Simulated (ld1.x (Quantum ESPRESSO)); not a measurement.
**aluminium (Al): excitation energies, all-electron against TM semilocal**

* Element: Al (Z = 13)
* Generator: ld1.x (Quantum ESPRESSO) 7.5
* Type: norm-conserving Troullier–Martins (semilocal form)
* Functional: PBE
* Relativity: scalar-relativistic
* Frozen core: [Ne]
* Valence charge: 3
* Reference configuration: 3s2 3p0 (charge +1)
* Partial waves: 3s (bound): rc 1.65 bohr; 3d channel at 0.4 Ry: rc 1.35 bohr; 3p (bound, empty): rc 1.75 bohr
* Local potential: the p channel
* Core correction: Bessel-smoothed model core inside 1.20 bohr

Energies are relative to the spin-unpolarised reference configuration 3s2 3p0; without spin polarisation the order of configurations can differ from experiment.

```csv
valence configuration,charge,ΔE all-electron (eV),error AE − PS (meV)
3s2 3p1,0,-5.761,+2.5
3s1 3p0,+2,19.225,+2.7
3s2 3p0.5,+0.5,-3.676,+0.9
3s1 3p2,0,-0.622,-0.4
3s0 3p3,0,4.689,-5.0
3s2 3p1.3,-0.3,-6.336,+3.3
3s1 3p1,+1,5.810,-1.1
```

Levels in the configuration 3s2 3p1.3:

| level | all-electron (eV) | pseudo (eV) |
| --- | --- | --- |
| 3s | -5.997 | -6.002 |
| 3p | -1.154 | -1.156 |
